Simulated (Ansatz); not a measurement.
System: NbF, charge 0, multiplicity 5. The spin state was set by rule; other spins were not relaxed. 
Coordinates optimised at B3LYP-D3(BJ)/def2-TZVP (Ansatz, a quantum-chemistry and plane-wave program):
SMILES: [F][Nb]
```xyz
2

Nb     0.0000     0.0000    -0.3398
F      0.0000     0.0000     1.5479
```
Charge 0, spin multiplicity 5.

Basis-set convergence of Hartree-Fock and MP2 correlation energies (hartree) with Ansatz. Cores are frozen in the correlated levels unless marked. Open shells are spin-unrestricted. Spin-orbit coupling is left out. The frozen core is the preceding noble-gas configuration, with the filled d and f shells of earlier blocks. In def2 rows, elements after Kr have scalar-relativistic effective core potentials.

| basis | functions | E(HF) | E(corr, MP2) |
|---|---|---|---|
| def2-SVP | 45 | -155.74097 | -0.24163 |
| def2-TZVPP | 87 | -155.88591 | -0.32419 |
| def2-QZVPP | 138 | -155.89221 | -0.35322 |

Extrapolating the two largest sets (X = 3 and 4) as X^-3: E(corr) = (64·(-0.35322) - 27·(-0.32419))/37 = -0.3744 Eh, an estimate of the basis-set limit. The largest set recovers 94.3 % of it, the smallest 64.5 %.
